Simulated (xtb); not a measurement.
C2H3O2, charge -1, singlet, from a rough starting geometry; xtb with GFN2-xTB.

The xtb input:
```
$ xtb mol.xyz --gfn 2 --chrg -1 --opt vtight --json

# file mol.xyz
7

C     -1.08707459    -0.08773112     0.05653608
O     -0.80520966    -1.26533110     0.03258641
O     -0.12117778     0.91130169     0.04417046
H     -2.04213121     0.38235316     0.00286134
C      1.23052470     0.36671505     0.00220026
H      1.38327907    -0.19484527     0.87673878
H      1.40941629    -0.16577954    -0.86028414
```

It wrote (shortened):

```
   ID    Z sym.   atoms
    1    6 C      1, 5
    2    8 O      2, 3
    3    1 H      4, 6, 7

           -------------------------------------------------
          |                Calculation Setup                |
           -------------------------------------------------

           -------------------------------------------------
          |                 G F N 2 - x T B                 |
           -------------------------------------------------

          ...................................................
          :                      SETUP                      :
          :.................................................:
          :  # basis functions                  19          :
          :  # atomic orbitals                  19          :
          :  # shells                           11          :
          :  # electrons                        24          :
          :  max. iterations                   250          :
          :  Hamiltonian                  GFN2-xTB          :
          :  restarted?                      false          :
          :  GBSA solvation                  false          :
          :  PC potential                    false          :
          :  electronic temp.          300.0000000     K    :
          :  accuracy                    1.0000000          :
          :  -> integral cutoff          0.2500000E+02      :
          :  -> integral neglect         0.1000000E-07      :
          :  -> SCF convergence          0.1000000E-05 Eh   :
          :  -> wf. convergence          0.1000000E-03 e    :
          :  Broyden damping             0.4000000          :
          :  net charge                         -1          :
          :  unpaired electrons                  0          :
          ...................................................

 iter      E             dE          RMSdq      gap      omega  full diag
   1    -14.0413035 -0.140413E+02  0.684E+00    3.57       0.0  T
   2    -13.3777792  0.663524E+00  0.100E+01    0.10       1.0  T
   3    -14.1076573 -0.729878E+00  0.401E+00    3.31       1.0  T
   4    -14.1214741 -0.138168E-01  0.301E+00    2.38       1.0  T
   5    -14.1358580 -0.143838E-01  0.212E+00    1.53       1.0  T
   6    -14.1410015 -0.514349E-02  0.168E+00    1.07       1.0  T
   7    -13.1807351  0.960266E+00  0.119E+01    0.20       1.0  T
   8    -14.1398678 -0.959133E+00  0.169E+00    1.17       1.0  T
   9    -14.1422488 -0.238101E-02  0.147E+00    0.96       1.0  T
  10    -14.1433731 -0.112429E-02  0.136E+00    0.84       1.0  T
  11    -14.1442170 -0.843925E-03  0.127E+00    0.75       1.0  T
  12    -14.1452520 -0.103504E-02  0.115E+00    0.63       1.0  T
  13    -14.1456946 -0.442605E-03  0.109E+00    0.58       1.0  T
  14    -14.1470502 -0.135557E-02  0.910E-01    0.40       1.0  T
  15    -14.1472826 -0.232381E-03  0.879E-01    0.38       1.0  T
  16    -13.2599689  0.887314E+00  0.114E+01    0.15       1.0  T
  17    -14.0347110 -0.774742E+00  0.588E+00    5.22       1.0  T
  18    -14.0342791  0.431886E-03  0.589E+00    5.25       1.0  T
  19    -14.0972515 -0.629724E-01  0.391E+00    3.57       1.0  T
  20    -14.1345144 -0.372629E-01  0.208E+00    1.58       1.0  T
  21    -14.1423700 -0.785562E-02  0.145E+00    0.92       1.0  T
  22    -14.1483520 -0.598197E-02  0.735E-01    0.29       1.0  T
  23    -14.0561922  0.921597E-01  0.381E+00    0.04       1.0  T
  24    -14.1221868 -0.659945E-01  0.283E+00    2.39       1.0  T
  25    -14.1434955 -0.213087E-01  0.134E+00    0.83       1.0  T
  26    -14.1505833 -0.708778E-02  0.379E-01    0.13       1.0  T
  27    -14.1470512  0.353211E-02  0.910E-01    0.40       1.0  T
  28    -13.7334575  0.413594E+00  0.787E+00    0.05       1.0  T
  29    -14.0847427 -0.351285E+00  0.439E+00    4.05       1.0  T
  30    -14.1349864 -0.502437E-01  0.205E+00    1.56       1.0  T
  31    -14.1454498 -0.104634E-01  0.112E+00    0.60       1.0  T
[...]
 220    -14.1455541 -0.127290E-01  0.111E+00    0.59       1.0  T
 221    -14.1493771 -0.382297E-02  0.593E-01    0.24       1.0  T
 222    -13.7125177  0.436859E+00  0.806E+00    0.05       1.0  T
 223    -14.0758526 -0.363335E+00  0.469E+00    4.37       1.0  T
 224    -14.1315088 -0.556562E-01  0.229E+00    1.81       1.0  T
 225    -14.1456897 -0.141809E-01  0.109E+00    0.57       1.0  T
 226    -14.1513627 -0.567301E-02  0.139E-01    0.15       1.0  T
 227    -14.0722146  0.791481E-01  0.348E+00    0.05       1.0  T
 228    -14.1340450 -0.618304E-01  0.213E+00    1.64       1.0  T
 229    -14.1458672 -0.118222E-01  0.107E+00    0.55       1.0  T
 230    -14.1502448 -0.437754E-02  0.451E-01    0.21       1.0  T
 231    -13.6676687  0.482576E+00  0.845E+00    0.06       1.0  T
 232    -14.0682705 -0.400602E+00  0.493E+00    4.62       1.0  T
 233    -14.1293148 -0.610443E-01  0.242E+00    1.95       1.0  T
 234    -14.1452409 -0.159261E-01  0.114E+00    0.62       1.0  T
 235    -14.1514781 -0.623722E-02  0.296E-02    0.16       1.3  T
 236    -13.9085665  0.242912E+00  0.603E+00    0.03       1.0  T
 237    -14.1074177 -0.198851E+00  0.352E+00    3.13       1.0  T
 238    -14.1401267 -0.327090E-01  0.166E+00    1.16       1.0  T
 239    -14.1472219 -0.709523E-02  0.887E-01    0.39       1.0  T
 240    -14.1171538  0.300681E-01  0.230E+00    0.07       1.0  T
 241    -14.1417535 -0.245997E-01  0.152E+00    1.00       1.0  T
 242    -14.1477648 -0.601124E-02  0.814E-01    0.33       1.0  T
 243    -14.0311293  0.116636E+00  0.427E+00    0.04       1.0  T
 244    -14.1275520 -0.964227E-01  0.253E+00    2.07       1.0  T
 245    -14.1447579 -0.172059E-01  0.121E+00    0.69       1.0  T
 246    -14.1490875 -0.432961E-02  0.635E-01    0.25       1.0  T
 247    -13.6782889  0.470799E+00  0.836E+00    0.05       1.0  T
 248    -14.0694947 -0.391206E+00  0.489E+00    4.58       1.0  T
 249    -14.1300989 -0.606042E-01  0.237E+00    1.90       1.0  T
 250    -14.1455796 -0.154807E-01  0.110E+00    0.58       1.0  T

   *** convergence criteria cannot be satisfied within 250 iterations ***

         #    Occupation            Energy/Eh            Energy/eV
      -------------------------------------------------------------
         1        2.0000           -0.5037824             -13.7086
       ...           ...                  ...                  ...
         6        2.0000           -0.3388979              -9.2219
         7        2.0000           -0.3045346              -8.2868
         8        2.0000           -0.2603142              -7.0835
         9        2.0000           -0.2439521              -6.6383
        10        2.0000           -0.2148507              -5.8464
        11        2.0000           -0.1881476              -5.1198
        12        2.0000           -0.0501649              -1.3651 (HOMO)
        13        0.0000           -0.0287320              -0.7818 (LUMO)
        14                          0.2813200               7.6551
        15                          0.3676756              10.0050
ERROR STOP

Error termination. Backtrace:
        16                          0.4103703              11.1667
        17                          0.5152864              14.0217
       ...                                ...                  ...
        19                          0.8118712              22.0921
      -------------------------------------------------------------
                  HL-Gap            0.0214329 Eh            0.5832 eV
             Fermi-level           -0.0394485 Eh           -1.0734 eV

########################################################################
[ERROR] Program stopped due to fatal error
-3- Single point calculation terminated
-2- xtb_calculator_singlepoint: Electronic structure method terminated
-1- scf: Self consistent charge iterator did not converge
########################################################################

abnormal termination of xtb
```

The run did not converge; its last values are not results.
